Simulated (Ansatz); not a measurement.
# C5H8O2 (acetylacetone (keto form)): the vertical energy of the triplet above the singlet from total energies

The species is C5H8O2 (15 atoms), meant as a singlet with charge 0. SMILES: `CC(=O)CC(C)=O`. The shape is that of a PBE0-D4/def2-TZVP optimisation. This is one conformer, not always the lowest.

Both states at this one shape; open shells run unrestricted unless said. 1 Eh = 27.2114 eV.

```
                            level  program  singlet C5H8O2 (Eh)  triplet C5H8O2 (Eh)
                         HF/3-21G   Ansatz          -341.799529          -341.692031
 PBE/6-31G* (spherical functions)   Ansatz          -345.365225          -345.244364
PBE0/6-31G* (spherical functions)   Ansatz          -345.392599          -345.256373
```

Q: Work out the vertical gap, second state less first, at each level.

A: 
1. HF/3-21G: -341.692031 − (-341.799529) = 0.107498 Eh = 2.93 eV.
2. PBE/6-31G* (spherical functions): -345.244364 − (-345.365225) = 0.120861 Eh = 3.29 eV.
3. PBE0/6-31G* (spherical functions): -345.256373 − (-345.392599) = 0.136226 Eh = 3.71 eV.

No measured value is set beside it here; the levels span 2.93 to 3.71 eV. Hartree–Fock favours the state with fewer electron pairs, since it lacks pair correlation.
